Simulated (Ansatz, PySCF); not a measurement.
Gas-phase reaction in SMILES: O=BCl + H+ → [OH+]=BCl
Structures are relaxed separately at B3LYP-D3(BJ)/def2-TZVP in Ansatz (a program for electronic structure).

Wanted: proton affinity (0 K, with B3LYP-D3(BJ) harmonic zero-point energies from PySCF), positive where the reaction releases energy, in kcal/mol. Valence correlation only, unless marked. Spin-orbit coupling is left out. Non-relativistic. Basis-set limits of correlation are two-point, X^-3; Hartree-Fock from the larger set.

| level | program | proton affinity (kcal/mol) |
|---|---|---|
| HF/cc-pVTZ | Ansatz | 176.1 |
| HF-D4/def2-TZVPD | PySCF + dftd4 | 175.5 |
| SVWN5/def2-TZVPD | Ansatz | 163.7 |
| BLYP/def2-TZVPD | Ansatz | 167.2 |
| r2SCAN/def2-TZVPD | Ansatz | 169.7 |
| PW6B95-D4/def2-TZVPD | PySCF + dftd4 | 170.0 |
| PW6B95/def2-TZVPD | PySCF | 170.0 |

### Question
Estimate the value at CCSD(T)/CBS(cc-pV(T+d)Z,cc-pV(Q+d)Z) as computed with Ansatz.

### Answer
167.7 kcal/mol, so PW6B95/def2-TZVPD differs from it by 2.3 kcal/mol.
